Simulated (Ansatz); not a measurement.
Molecule: LaCl, net charge 0, singlet state. 
Structure (B3LYP-D3(BJ)/def2-TZVP (Ansatz, a quantum-chemistry and plane-wave program) minimum search):
```xyz
2

La     0.0000     0.0000    -0.5861
Cl     0.0000     0.0000     1.9651
```
Charge 0, spin multiplicity 1.

Wanted: vertical ionisation energy (to the doublet state of charge +1; each state is the SCF solution reached for its spin; for the singlet the Hartree-Fock reference is unstable and T1 is 0.016), in eV. Valence correlation only, unless marked. UHF or UKS for open shells. Spin-orbit coupling is left out. Frozen are the shells of the preceding noble gas and the d and f shells that filled before the atom's block. In def2 rows, elements after Kr have scalar-relativistic effective core potentials. Basis-set limits of correlation are two-point, X^-3; Hartree-Fock from the larger set.

```json
[
 {"level": "SVWN5/def2-TZVPD", "program": "Ansatz", "vertical ionisation energy (eV)": "6.01", "minus last row": "0.45"},
 {"level": "PBE/def2-TZVPD", "program": "Ansatz", "vertical ionisation energy (eV)": "5.65", "minus last row": "0.09"},
 {"level": "r2SCAN/def2-TZVPD", "program": "Ansatz", "vertical ionisation energy (eV)": "5.28", "minus last row": "-0.28"},
 {"level": "B3LYP/def2-TZVPD", "program": "Ansatz", "vertical ionisation energy (eV)": "5.75", "minus last row": "0.19"},
 {"level": "PBE0/def2-TZVPD", "program": "Ansatz", "vertical ionisation energy (eV)": "5.50", "minus last row": "-0.06"},
 {"level": "BHLYP/def2-TZVPD", "program": "Ansatz", "vertical ionisation energy (eV)": "5.48", "minus last row": "-0.08"},
 {"level": "CAM-B3LYP/def2-TZVPD", "program": "Ansatz", "vertical ionisation energy (eV)": "5.66", "minus last row": "0.10"},
 {"level": "wB97X-V/def2-TZVPD", "program": "Ansatz", "vertical ionisation energy (eV)": "5.46", "minus last row": "-0.10"},
 {"level": "CCSD/def2-SVPD", "program": "Ansatz", "vertical ionisation energy (eV)": "5.49", "minus last row": "-0.07"},
 {"level": "CCSD/def2-TZVPPD", "program": "Ansatz", "vertical ionisation energy (eV)": "5.48", "minus last row": "-0.08"},
 {"level": "CCSD/def2-QZVPPD", "program": "Ansatz", "vertical ionisation energy (eV)": "5.49", "minus last row": "-0.07"},
 {"level": "CCSD/CBS(def2-TZVPPD,def2-QZVPPD)", "program": "Ansatz", "vertical ionisation energy (eV)": "5.51", "minus last row": "-0.05"},
 {"level": "CCSD(T)/def2-TZVPPD", "program": "Ansatz", "vertical ionisation energy (eV)": "5.52", "minus last row": "-0.04"},
 {"level": "CCSD(T)/def2-QZVPPD", "program": "Ansatz", "vertical ionisation energy (eV)": "5.54", "minus last row": "-0.02"},
 {"level": "CCSD(T)/CBS(def2-TZVPPD,def2-QZVPPD)", "program": "Ansatz", "vertical ionisation energy (eV)": "5.56", "minus last row": "0.00"}
]
```
